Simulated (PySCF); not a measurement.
Isomers of C6H12Ge.

All values: wB97X-D/def2-SVPD (PySCF) at PBE0-D3(BJ)/def2-SVP geometries, gas phase, one conformer each. Core orbitals are frozen in the response; Δα² is half the sum of the squared differences of the principal polarisabilities. The calculation is non-relativistic, for germanium too.

(1) Rank by polarisability anisotropy Δα, lowest first.
A. `[CH2:1]=[C:2]([CH3:3])[C@@H:4]1[CH2:5][C@@H:6]1[GeH3:7]` with C1–C2–C4–C5 -13°
B. `[CH2:1]=[C:2]([CH3:3])[C@@H:4]1[CH2:5][C@H:6]1[GeH3:7]` with C1–C2–C4–C5 32°
C. `[CH3:1][CH2:2][C:3]1=[CH:4][CH2:5][GeH2:6][CH2:7]1` with C1–C2–C3–C4 -116°
D. `[CH3:1][CH:2]([CH3:3])[CH2:4][C:5]#[C:6][GeH3:7]` with C1–C2–C4–C5 63°

(2) Rank by HOMO–LUMO gap, highest first.
A. `[CH3:1][CH:2]([CH3:3])[CH2:4][C:5]#[C:6][GeH3:7]` with C1–C2–C4–C5 63°
B. `[CH3:1][CH2:2][C:3]1=[CH:4][CH2:5][GeH2:6][CH2:7]1` with C1–C2–C3–C4 -116°
C. `[CH2:1]=[C:2]([CH3:3])[C@@H:4]1[CH2:5][C@@H:6]1[GeH3:7]` with C1–C2–C4–C5 -13°
D. `[CH2:1]=[C:2]([CH3:3])[C@@H:4]1[CH2:5][C@H:6]1[GeH3:7]` with C1–C2–C4–C5 32°

Answers

(1) A (1.46 Å³), B (4.35 Å³), C (4.81 Å³), D (6.35 Å³).

(2) A (11.17 eV), C (10.70 eV), B (10.58 eV), D (10.44 eV).

All values together:

```csv
SMILES,μ (D),HOMO (eV),LUMO (eV),α (Å³),Δα (Å³),ΔSCF removal energy (eV)
CC(C)CC#[C][GeH3],1.13,-9.37,1.80,15.45,6.35,–
CCC1=C[CH2][GeH2][CH2]1,0.52,-8.57,2.01,14.88,4.81,8.63
C=C(C)[C@@H]1C[C@H]1[GeH3],0.45,-8.52,1.92,15.23,4.35,8.58
C=C(C)[C@@H]1C[C@@H]1[GeH3],0.96,-8.85,1.85,14.86,1.46,–
```

Conformers: `[CH3:1][CH:2]([CH3:3])[CH2:4][C:5]#[C:6][GeH3:7]` with C1–C2–C4–C5 63°; `[CH3:1][CH2:2][C:3]1=[CH:4][CH2:5][GeH2:6][CH2:7]1` with C1–C2–C3–C4 -116°; `[CH2:1]=[C:2]([CH3:3])[C@@H:4]1[CH2:5][C@H:6]1[GeH3:7]` with C1–C2–C4–C5 32°; `[CH2:1]=[C:2]([CH3:3])[C@@H:4]1[CH2:5][C@@H:6]1[GeH3:7]` with C1–C2–C4–C5 -13°.

A dash marks a removal energy that wasn't run or isn't settled.
